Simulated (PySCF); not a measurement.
C₃H₉OSi, multiplicity 2. Atoms are numbered in the order given.

```xyz
14

C      0.9941     0.3534    -1.5449
Si     0.0210    -0.0664     0.0000
C      0.9941     0.3534     1.5449
C     -1.6595     0.7822     0.0000
O     -0.4343    -1.6945     0.0000
H      1.2374     1.4278    -1.5751
H      0.4172     0.1029    -2.4481
H      1.9424    -0.2051    -1.5811
H      0.4172     0.1029     2.4481
H      1.2374     1.4278     1.5751
H      1.9424    -0.2051     1.5811
H     -1.5031     1.8734     0.0000
H     -2.2409     0.5134    -0.8938
H     -2.2409     0.5134     0.8938
```
Charge 0, spin multiplicity 2.

Coordinates come from a PBE0-D3(BJ)/def2-SVP optimisation. The isomer is the one that the SMILES or the coordinates give; other isomers of the formula were not compared.

These are PBE/def2-TZVP run with PySCF values and carry that method's errors.

ESP charges are fitted to the potential on shells at 1.4 to 2.0 van der Waals radii. Atomic charges (e):

| atom | ESP fit | Mulliken | Löwdin | meta-Löwdin | Mulliken spin |
|---|---|---|---|---|---|
| C1 | -0.86 | -0.46 | -0.43 | -0.62 | 0.02 |
| Si2 | 1.18 | 0.46 | 0.07 | 1.09 | -0.02 |
| C3 | -0.86 | -0.46 | -0.43 | -0.62 | 0.02 |
| C4 | -0.80 | -0.44 | -0.39 | -0.58 | 0.12 |
| O5 | -0.47 | -0.33 | -0.05 | -0.51 | 0.83 |
| H6 | 0.19 | 0.12 | 0.13 | 0.13 | 0.00 |
| H7 | 0.19 | 0.14 | 0.14 | 0.14 | 0.00 |
| H8 | 0.21 | 0.14 | 0.14 | 0.14 | 0.00 |
| H9 | 0.19 | 0.14 | 0.14 | 0.14 | 0.00 |
| H10 | 0.19 | 0.12 | 0.13 | 0.13 | 0.00 |
| H11 | 0.21 | 0.14 | 0.14 | 0.14 | 0.00 |
| H12 | 0.19 | 0.14 | 0.14 | 0.14 | 0.02 |
| H13 | 0.21 | 0.15 | 0.14 | 0.14 | 0.00 |
| H14 | 0.21 | 0.15 | 0.14 | 0.14 | 0.00 |

### Question
Give the Mayer and Wiberg (Löwdin basis) orders of the bonds. (The exact figures need the calculation; the answer reports its results.)

### Answer

| bond | Mayer | Wiberg |
|---|---|---|
| C1–Si2 | 0.96 | 1.16 |
| Si2–C3 | 0.96 | 1.16 |
| Si2–C4 | 0.92 | 1.10 |
| Si2–O5 | 1.34 | 1.75 |
| C1–H6 | 0.94 | 0.90 |
| C1–H7 | 0.95 | 0.90 |
| C1–H8 | 0.95 | 0.90 |
| C3–H9 | 0.95 | 0.90 |
| C3–H10 | 0.94 | 0.90 |
| C3–H11 | 0.95 | 0.90 |
| C4–H12 | 0.93 | 0.88 |
| C4–H13 | 0.95 | 0.90 |
| C4–H14 | 0.95 | 0.90 |
